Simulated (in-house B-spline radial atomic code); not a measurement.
Whole-atom quantities along the 2-electron series, configuration 1s2. Computed with an all-electron radial atomic-structure program (B-spline basis): non-relativistic Hartree-Fock, average of the configuration, point nuclei.

This level leaves out relativity, spin-orbit splitting included, which matters for heavy ions.

| ion | Z | E/Z² (Eh) | Σ<r²> (bohr²) | n(0)/Z³ (bohr⁻³) | Lamb diamagnetic shielding (ppm) | repulsion over attraction |
| --- | --- | --- | --- | --- | --- | --- |
| Ni26+ | 28 | -0.97782 | 0.0078759 | 0.62157 | 982.93 | 0.011143 |
| Cu27+ | 29 | -0.97858 | 0.0073348 | 0.62209 | 1018.43 | 0.01076 |
| Zn28+ | 30 | -0.97929 | 0.0068476 | 0.62257 | 1053.93 | 0.010402 |
| Ga29+ | 31 | -0.97995 | 0.0064073 | 0.62302 | 1089.43 | 0.010067 |
| Ge30+ | 32 | -0.98058 | 0.0060082 | 0.62344 | 1124.93 | 0.0097524 |
| As31+ | 33 | -0.98116 | 0.0056453 | 0.62384 | 1160.44 | 0.0094573 |
| Se32+ | 34 | ? | ? | ? | ? | ? |
| Br33+ | 35 | -0.98223 | 0.0050115 | 0.62456 | 1231.44 | 0.0089175 |
| Kr34+ | 36 | -0.98272 | 0.0047339 | 0.62489 | 1266.94 | 0.0086701 |
| Rb35+ | 37 | -0.98319 | 0.0044788 | 0.62521 | 1302.44 | 0.0084361 |
| Sr36+ | 38 | -0.98363 | 0.0042437 | 0.62551 | 1337.94 | 0.0082143 |
| Zr38+ | 40 | -0.98444 | 0.0038259 | 0.62606 | 1408.94 | 0.0078041 |
| Nb39+ | 41 | -0.98482 | 0.0036398 | 0.62632 | 1444.44 | 0.0076139 |
| Mo40+ | 42 | -0.98518 | 0.0034669 | 0.62656 | 1479.94 | 0.0074328 |
| Tc41+ | 43 | -0.98553 | 0.003306 | 0.62679 | 1515.44 | 0.0072602 |
| Ru42+ | 44 | -0.98585 | 0.0031561 | 0.62701 | 1550.95 | 0.0070953 |
| Rh43+ | 45 | ? | ? | ? | ? | ? |
| Pd44+ | 46 | -0.98647 | 0.0028853 | 0.62743 | 1621.95 | 0.0067871 |
| Ag45+ | 47 | -0.98675 | 0.0027628 | 0.62762 | 1657.45 | 0.0066428 |
| Cd46+ | 48 | -0.98703 | 0.002648 | 0.62781 | 1692.95 | 0.0065046 |
| In47+ | 49 | ? | ? | ? | ? | ? |
| Sn48+ | 50 | -0.98754 | 0.0024387 | 0.62816 | 1763.95 | 0.0062446 |
| Sb49+ | 51 | -0.98779 | 0.0023433 | 0.62833 | 1799.45 | 0.0061223 |
| Te50+ | 52 | -0.98802 | 0.0022534 | 0.62849 | 1834.95 | 0.0060046 |
| I51+ | 53 | -0.98825 | 0.0021685 | 0.62864 | 1870.45 | 0.0058914 |

(1) Fill in the row of Se32+.

(2) Fill in the row of Rh43+.

(3) Fill in the row of In47+.

(4) With what power of Z does the column «Σ<r²> (bohr²)» change over this range?

Answers

(1) E/Z² (Eh): -0.98171; Σ<r²> (bohr²): 0.0053143; n(0)/Z³ (bohr⁻³): 0.62421; Lamb diamagnetic shielding (ppm): 1195.94; repulsion over attraction: 0.0091795.

(2) E/Z² (Eh): -0.98617; Σ<r²> (bohr²): 0.0030162; n(0)/Z³ (bohr⁻³): 0.62723; Lamb diamagnetic shielding (ppm): 1586.45; repulsion over attraction: 0.0069378.

(3) E/Z² (Eh): -0.98729; Σ<r²> (bohr²): 0.0025401; n(0)/Z³ (bohr⁻³): 0.62799; Lamb diamagnetic shielding (ppm): 1728.45; repulsion over attraction: 0.0063719.

(4) A fit of the logarithm of its size against log Z from Z = 28 to 53 has slope -2.02. Unscreened non-relativistic hydrogenic orbitals would give -2.
